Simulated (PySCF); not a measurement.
Delta-SCF ions had no search for a lower state. Excitations are Tamm–Dancoff values on a coarser integration grid. The basis has no diffuse functions, so Rydberg states are missing or too high.

C$_{4}$H$_{4}$O$_{2}$, SMILES `Oc1ccco1` (H–O–C–O torsion 180°) (charge 0, multiplicity 1)

Level of theory: CAM-B3LYP-D3(BJ)/def2-TZVP (PySCF).

```json
{
 "HOMO": "-7.34 eV",
 "dipole_moment": "1.99 D",
 "LUMO": "1.52 eV",
 "HOMO–LUMO gap": "8.86 eV",
 "S1 excitation (TDA)": "5.68 eV",
 "S1 oscillator strength": "0.001",
 "brightest of the four lowest singlets (TDA)": "6.46 eV",
 "T1 excitation (TDA)": "4.10 eV",
 "S1–T1 gap (TDA)": "1.58 eV",
 "vertical ionisation energy (Delta-SCF)": "8.27 eV",
 "total_energy": "-305.2406 Ha",
 "cost": "roughly 3 core-minutes"
}
```

```xyz
10

O      2.1577    -0.5624     0.2433
C      0.8619    -0.2600     0.1009
C      0.1670     0.8865    -0.0793
C     -1.2065     0.4787    -0.1535
C     -1.2225    -0.8580    -0.0136
O      0.0573    -1.3246     0.1447
H      2.6793     0.2448     0.2026
H      0.5658     1.8833    -0.1505
H     -2.0639     1.1143    -0.2937
H     -1.9961    -1.6026    -0.0009
```
Charge 0, spin multiplicity 1.
